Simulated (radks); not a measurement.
Task: Ionisation ladder of tellurium, from Te I to Te XII. Each ion is in the ground configuration listed by NIST, and IE = E(next ion) - E(this ion). Calculated with a radial shooting solver on a logarithmic mesh with Libxc functionals: scalar-relativistic Kohn-Sham, PBEsol, spin-polarised, spherical densities, point nucleus; open shells are filled with parallel spins first (spin-orbit coupling, left out, can overturn this in heavy ions).

species      configuration  IE, Delta-SCF (eV)  <r> HOMO (bohr)
Te I     [Kr] 4d10 5s2 5p4               8.651             2.69
Te II    [Kr] 4d10 5s2 5p3              18.766             2.46
Te III   [Kr] 4d10 5s2 5p2              27.597             2.33
Te IV    [Kr] 4d10 5s2 5p1                   ?             2.22
Te V         [Kr] 4d10 5s2                   ?             1.86
Te VI        [Kr] 4d10 5s1              71.399             1.81
Te VII           [Kr] 4d10              124.31            0.944
Te VIII           [Kr] 4d9              146.16            0.922
Te IX             [Kr] 4d8                   ?            0.901
Te X              [Kr] 4d7                   ?            0.882
Te XI             [Kr] 4d6              215.99            0.864
Te XII            [Kr] 4d5              247.56            0.844

Estimate the withheld Delta-SCF values.

Result: Te IV: 36.807 eV (NIST 37.416); Te V: 58.741 eV (NIST 59); Te IX: 168.77 eV (NIST 167); Te X: 192.08 eV (NIST 191).
